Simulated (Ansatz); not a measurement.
## Match the barriers

Saddle point of AlSiH4ClF2, closed shell (AlSiH₄ClF₂ ([F][Al]([F])([SiH3])[ClH]) → AlSiH₂ClF₂ ([F][Al]([F])([SiH2])[Cl]) + H₂; bonds formed: Si2–H5, H5–H9; dative contacts that become bonds: Al1–Cl6; bonds broken: Si2–H9, H5–Cl6), PBE0-D4/def2-TZVP structure:

| atom | x (Å) | y (Å) | z (Å) |
| --- | --- | --- | --- |
| Al1 | -1.3792 | -0.4176 | -0.1413 |
| Si2 | 0.9878 | 0.0713 | -0.7076 |
| F3 | -1.7266 | -2.0274 | -0.0674 |
| F4 | -2.4665 | 0.5990 | -0.8496 |
| H5 | 0.5502 | 0.4894 | 1.2138 |
| Cl6 | -0.9144 | 0.3348 | 1.9568 |
| H7 | 1.4548 | 1.3061 | -1.3937 |
| H8 | 2.0735 | -0.9418 | -0.8009 |
| H9 | 1.4203 | 0.5864 | 0.7900 |

Computed with Ansatz 0.2.0 (basis: def2-TZVPP, with def2-QZVPP for the basis limit); correlated methods freeze the cores. B3LYP uses VWN-RPA correlation. Extrapolation: Hartree–Fock as exp(−7.88 √X), correlation as X^−2.97. Four methods, as single points on the PBE0-D4 structures, gave these electronic barriers from the start structure: 0.276, 0.351, 0.417, 0.812 eV.

Question: The methods were, in alphabetical order, B3LYP-D4, BLYP-D4, HF, MP2. Which gave which? (A judgement: the text doesn't fix the answer.)

Answer: The calculation gives: BLYP-D4 0.276; B3LYP-D4 0.351; MP2 0.417; HF 0.812 eV. For comparison, CCSD(T) at an estimated basis limit (MP2 extrapolated from triple and quadruple zeta, plus CCSD(T) − MP2 in triple zeta) gives 0.425 eV.

No T1 diagnostic of these runs exceeds 0.013. The start structure is not quite a true minimum (one mode of 42i cm⁻¹).

Labels in which every atom is bracketed show which atoms are joined, not bond orders.

For scale, one of the runs: CCSD(T)/def2-TZVPP, 244 basis functions, launched by `ansatz run in.yaml --threads 4 --pin off --events-out ev --progress --plain --max-ram 9574MiB`. Time: 2.5 min of wall clock on 4 CPU threads of an AMD EPYC 7R43; the host was shared. Peak host memory: 4.6 GiB.
